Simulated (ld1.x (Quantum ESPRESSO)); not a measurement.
## silicon (Si): PAW pseudisation with PBE, scalar-relativistic reference atom.

silicon (Si), PAW, made with ld1.x (Quantum ESPRESSO) 7.5 (PBE, scalar-relativistic). Core [Ne], reference 3s2 3p2. Waves: 3s (bound): rcut 1.60, rcutus 1.80 bohr; 3s channel at -0.45 Ry: rcut 1.60, rcutus 1.80 bohr; 3p (bound): rcut 1.65, rcutus 2.00 bohr; 3p channel at 0.95 Ry: rcut 1.65, rcutus 2.00 bohr; 3d channel at 0.05 Ry: rcut 1.30, rcutus 1.75 bohr; 3d channel at 2.55 Ry: rcut 1.30, rcutus 1.75 bohr. Local part: all-electron potential smoothed inside 1.75 bohr (lloc = -2). Core correction: a·sin(br)/r model core, default radius (core density twice the valence density). Augmentation charge: PSQ, inside the norm-conserving radii.

All-electron outer shells of the reference configuration (PBE, scalar-relativistic, ld1.x):

```
shell  level (eV)  outermost node (bohr)  outermost maximum (bohr)
   2s     -139.50                   0.15                      0.45
   2p      -95.56                      –                      0.39
   3s      -10.81                   0.72                      1.80
   3p       -4.08                   0.72                      2.17
```

(1) Estimate the cutoffs (Ry, on a coarse ladder) from which the occupation-weighted sum of valence levels, in a spherical-Bessel basis at the reference potential, stays within 10 and 1 mRy of its value at 400 Ry.

(2) What does a ghost test show?

(3) Is the overlap operator S = 1 + Σ q|β⟩⟨β| positive definite (Bessel basis up to 400 Ry)?

(4) Tests: 3s2 3p1; 3s2 3p0; 3s1 3p0; 3s2 3p1.5; 3s1 3p2; 3s2 3p2.3; 3s0 3p4. Which has the largest error in its energy relative to the reference configuration, and how large is it?

Answers

(1) 10 Ry and 15 Ry.

(2) No extra level below or beside the all-electron valence levels (s, p, d, f tested).

(3) Yes: its lowest eigenvalue is 0.48 (s channel).

(4) 3s1 3p0, with -58 meV (all-electron minus pseudo) on +57.70 eV.
